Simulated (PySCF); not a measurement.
C2H6F2Si, SMILES FC[Si@@H](F)C. Coordinates come from a PBE0-D3(BJ)/def2-SVP optimisation. The structure was generated by enumeration; whether it is a known compound was not checked. One conformer was computed; it need not be the lowest.

These are PBE0-D3(BJ)/def2-SVP (PySCF) values and carry that method's errors.

Harmonic wavenumbers (cm⁻¹): 81, 134, 146, 219, 253, 326, 615, 668, 711, 767, 787, 849, 884, 948, 1109, 1249, 1271, 1318, 1423, 1428, 1448, 2264, 3033, 3059, 3093, 3164, 3169. Rotational constants (GHz): 5.902, 2.502, 1.948; symmetry number 1.

### Question
Work out the zero-point energy and the ideal-gas rigid-rotor harmonic-oscillator thermochemistry at 298.15 K and 1 atm.

### Answer
ZPE = ½ Σ hcν = ½ × 34416 cm⁻¹ = 205.85 kJ/mol. H − E(el) = 227.07 kJ/mol. Entropy in J/(mol K): translation 165.69, rotation 112.20, vibration 69.41, total 347.30. G − E(el) = 123.52 kJ/mol. Cp = 107.04 J/(mol K). Modes under 150 cm⁻¹ make the vibrational entropy uncertain.
